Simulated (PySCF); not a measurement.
Computed IR spectrum (relative IR intensity) of a molecule C₃H₅BF₂. Geometry optimised at PBE-D3(BJ)/def2-SVP. One conformer was computed; it need not be the lowest. All values below come from PBE-D3(BJ)/def2-SVP in PySCF. No scaling factor is applied to the harmonic values.

ν (cm⁻¹): 484 (w), 618 (w), 737 (w), 943 (w), 974 (vw), 1153 (m), 1331 (m), 1359 (vs), 1368 (m), 1391 (s), 1399 (vw), 1415 (m), 1644 (w), 2964 (w), 3037 (vw), 3056 (w), 3066 (w), 3159 (vw) (against the strongest line: vs over 80 %, s over 45 %, m over 15 %, w over 4 %, vw less)

Question: Pick the molecule that these values belong to.
A. FB1CC[C@@H]1F
B. C=CB(F)CF
C. C=C(F)B(C)F
D. C=C(C)B(F)F

Answer: D, C=C(C)B(F)F
